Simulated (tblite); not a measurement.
Input of a run (GFN2-xTB geometry optimisation, gas phase (tblite 0.8.0)), started from a force field or distance geometry:
```
{"job": {"kind": "relax", "xc": "GFN2-xTB", "basis": "xTB"}, "charge": 0, "multiplicity": 1}
C      2.963100     0.896100     0.954300
C      2.398600    -0.115100     0.257100
C      1.035700     0.088300    -0.276900
C      1.124600    -0.051900    -1.797100
C      0.018600    -0.882200     0.246400
C     -0.161500    -0.849500     1.741100
C     -1.354200    -0.697000    -0.350600
C     -1.939100     0.657600    -0.074300
N     -3.257800     0.663300    -0.703900
H      3.926600     0.854400     1.392800
H      2.373700     1.819600     1.078500
H      2.946000    -1.061900     0.121800
H      0.763400     1.151000    -0.079000
H      0.822500     0.898700    -2.275000
H      2.199400    -0.232800    -2.050600
H      0.551600    -0.921500    -2.153800
H      0.376000    -1.892900    -0.026900
H     -0.013000     0.181800     2.111900
H     -1.234300    -1.110700     1.938100
H      0.504600    -1.590100     2.258900
H     -2.019500    -1.443500     0.174300
H     -1.337000    -0.992400    -1.397800
H     -1.368200     1.492700    -0.556200
H     -2.119600     0.847700     1.000400
H     -3.238000     1.342700    -1.522500
H     -3.983200     0.969900     0.002200
```

Output (eV, eV/Å):
```
step      E/eV     max force
  0    -779.45682    2.557
  1    -779.78155    2.210
  2    -779.88040    1.167
  3    -779.94831    0.557
  4    -780.03757    0.550
  5    -780.07981    0.422
  6    -780.10721    0.282
  7    -780.12452    0.249
  8    -780.13976    0.262
  9    -780.15136    0.188
 10    -780.16119    0.177
 11    -780.17006    0.206
 12    -780.17898    0.305
 13    -780.18730    0.284
 14    -780.19457    0.178
 15    -780.20121    0.164
 16    -780.20700    0.152
 17    -780.21119    0.165
 18    -780.21428    0.112
 19    -780.21744    0.119
 20    -780.22198    0.182
 21    -780.22856    0.276
 22    -780.23671    0.280
 23    -780.24472    0.182
 24    -780.25148    0.144
 25    -780.25722    0.172
 26    -780.26242    0.203
 27    -780.26787    0.149
 28    -780.27480    0.226
 29    -780.28392    0.247
 30    -780.29490    0.233
 31    -780.30632    0.233
 32    -780.31697    0.200
 33    -780.32243    0.305
 34    -780.33090    0.389
 35    -780.34027    0.198
 36    -780.34954    0.143
 37    -780.35577    0.190
 38    -780.36271    0.246
 39    -780.36891    0.169
 40    -780.37344    0.108
 41    -780.37645    0.140
 42    -780.37818    0.352
 43    -780.38226    0.166
 44    -780.38669    0.206
 45    -780.39085    0.199
 46    -780.39544    0.173
 47    -780.39999    0.174
 48    -780.40445    0.129
 49    -780.40820    0.119
 50    -780.41148    0.112
 51    -780.41438    0.117
 52    -780.41659    0.111
 53    -780.41846    0.113
 54    -780.42032    0.110
 55    -780.42301    0.073
 56    -780.42411    0.065
 57    -780.42528    0.054
 58    -780.42601    0.052
 59    -780.42686    0.052
 60    -780.42766    0.058
 61    -780.42855    0.069
 62    -780.42956    0.074
 63    -780.43074    0.074
 64    -780.43197    0.072
 65    -780.43317    0.088
 66    -780.43442    0.092
 67    -780.43578    0.084
 68    -780.43712    0.089
 69    -780.43816    0.068
 70    -780.43910    0.093
 71    -780.43998    0.083
 72    -780.44123    0.052
 73    -780.44180    0.061
 74    -780.44260    0.059
 75    -780.44322    0.061
 76    -780.44401    0.057
 77    -780.44474    0.047
 78    -780.44539    0.051
 79    -780.44591    0.051
 80    -780.44633    0.047
 81    -780.44661    0.035
 82    -780.44682    0.029
 83    -780.44699    0.031
 84    -780.44715    0.028
 85    -780.44726    0.031
 86    -780.44738    0.027
 87    -780.44749    0.022
 88    -780.44761    0.023
 89    -780.44771    0.021
 90    -780.44780    0.021
 91    -780.44789    0.018
 92    -780.44798    0.020
 93    -780.44808    0.024
 94    -780.44816    0.027
 95    -780.44824    0.025
 96    -780.44831    0.021
 97    -780.44841    0.020
 98    -780.44853    0.026
 99    -780.44865    0.028
100    -780.44878    0.026
101    -780.44892    0.025
102    -780.44913    0.028
103    -780.44942    0.038
104    -780.44978    0.042
105    -780.45012    0.037
106    -780.45037    0.031
107    -780.45056    0.037
108    -780.45072    0.042
109    -780.45089    0.039
110    -780.45109    0.030
111    -780.45130    0.036
112    -780.45157    0.043
113    -780.45182    0.040
114    -780.45201    0.029
115    -780.45215    0.031
116    -780.45231    0.032
117    -780.45251    0.031
118    -780.45272    0.033
119    -780.45291    0.026
120    -780.45307    0.027
121    -780.45320    0.023
122    -780.45331    0.030
123    -780.45339    0.016
124    -780.45344    0.016
125    -780.45350    0.024
126    -780.45355    0.020
127    -780.45361    0.012
128    -780.45365    0.010
129    -780.45367    0.009
```

**Question.** Summarise the run.

**Answer.** The energy falls by 23.0 kcal/mol over 129 L-BFGS steps, the largest force on an atom goes from 2.56 to 0.009 eV/Å, and the atoms move by 0.440 Å rms after alignment. The bond that changes most is N9–H25 (primary amine nitrogen to N–H hydrogen), which shortens by 0.049 Å. Bonds longer at the end by more than 0.005 Å: 6 of 25; shorter: 16. Among the angles that change most is C3–C2–H12, from 122.1° to 115.2°. Among the dihedrals that turn most is C2–C3–C4–H14, from -118° to -172°. The energy never rose by more than 1e-5 eV on the way. The first step brought 33 % of the lowering.

**Question.** What are the final bond lengths?

**Answer.** C1=C2 1.319 Å, C2–C3 1.501 Å, C3–C4 1.532 Å, C3–C5 1.542 Å, C5–C6 1.529 Å, C5–C7 1.535 Å, C7–C8 1.528 Å, C8–N9 1.457 Å, C1–H10 1.077 Å, C1–H11 1.078 Å, C2–H12 1.083 Å, C3–H13 1.094 Å, C4–H14 1.086 Å, C4–H15 1.088 Å, C4–H16 1.088 Å, C5–H17 1.097 Å, C6–H18 1.087 Å, C6–H19 1.087 Å, C6–H20 1.087 Å, C7–H21 1.092 Å, C7–H22 1.092 Å, C8–H23 1.103 Å, C8–H24 1.092 Å, N9–H25 1.015 Å, N9–H26 1.014 Å. Numbering counts from 1 in the input's order; the species is `C=C[C@@H](C)[C@@H](C)CCN`.

Its GFN2-xTB frequencies are all real (lowest 49 cm⁻¹). The numbers are those of one conformer.

All values are computed, not measured.
